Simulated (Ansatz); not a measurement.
C5H6O2, SMILES `C=C1CCOC1=O`. Charge 0, multiplicity 1. All single points use the PBE0-D4/def2-TZVP geometry.

```xyz
13

C     0.830    0.057    1.829
C     0.192    0.086    0.669
C     0.693    0.321   -0.717
C    -0.450   -0.238   -1.567
O    -1.611   -0.244   -0.733
C    -1.276   -0.151    0.575
O    -2.078   -0.247    1.454
H     1.900    0.213    1.905
H     0.271   -0.128    2.740
H     0.814    1.393   -0.898
H     1.646   -0.164   -0.927
H    -0.254   -1.265   -1.885
H    -0.677    0.366   -2.445
```

(1) What is the dipole moment at B3LYP/def2-TZVPP? (An estimate is asked.)

(2) And with PBE, r2SCAN, ωB97M-V? (Best estimate.)

(3) Give the Mulliken charges with B3LYP, r2SCAN, ωB97M-V in def2-TZVPP. (An estimate is asked.)

Answers

(1) The calculation gave: 4.75 D, with components (4.17, 0.49, -2.22) D in this frame, pointing from negative to positive charge.

(2) The calculation gave: PBE 4.54 D, r2SCAN 4.68 D, ωB97M-V 4.74 D.

(3) Ansatz gave: 
| atom | B3LYP | r2SCAN | ωB97M-V |
| --- | --- | --- | --- |
| C1 | -0.21 | -0.16 | -0.19 |
| C2 | -0.09 | -0.11 | -0.07 |
| C3 | -0.11 | -0.01 | -0.18 |
| C4 | 0.02 | 0.11 | -0.02 |
| O5 | -0.23 | -0.23 | -0.22 |
| C6 | 0.29 | 0.33 | 0.30 |
| O7 | -0.28 | -0.31 | -0.29 |
| H8 | 0.11 | 0.09 | 0.11 |
| H9 | 0.13 | 0.11 | 0.13 |
| H10 | 0.09 | 0.05 | 0.12 |
| H11 | 0.09 | 0.05 | 0.11 |
| H12 | 0.09 | 0.05 | 0.11 |
| H13 | 0.09 | 0.05 | 0.11 |

B3LYP here is the variant with VWN-RPA as its local correlation; programs differ in this.
